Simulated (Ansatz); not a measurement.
Ansatz (a first-principles code) input:

Ansatz 0.2 input:
```yaml
crystal:
  periodic: [false, false, false]
  atoms:
    - {symbol: Ga, position_ang: [-0.00000000, -0.00000000, -0.35303556]}
    - {symbol: O, position_ang: [0.00000000, 0.00000000, 1.36801278]}
basis:
  gaussian:
    orbitals: def2-SVPD
total_charge: -1
magnetization: {spin_polarized: false}
correlation: {method: ccsd_t, electrons: outside_noble_gas}
```

**Question.** Which total energy does the run end on?

**Answer.** -1998.10676 Eh (CCSD(T)/def2-SVPD). The basis has 61 functions.

This state (charge -1, singlet) is run at the relaxed geometry of the species with charge 0 and multiplicity 2.
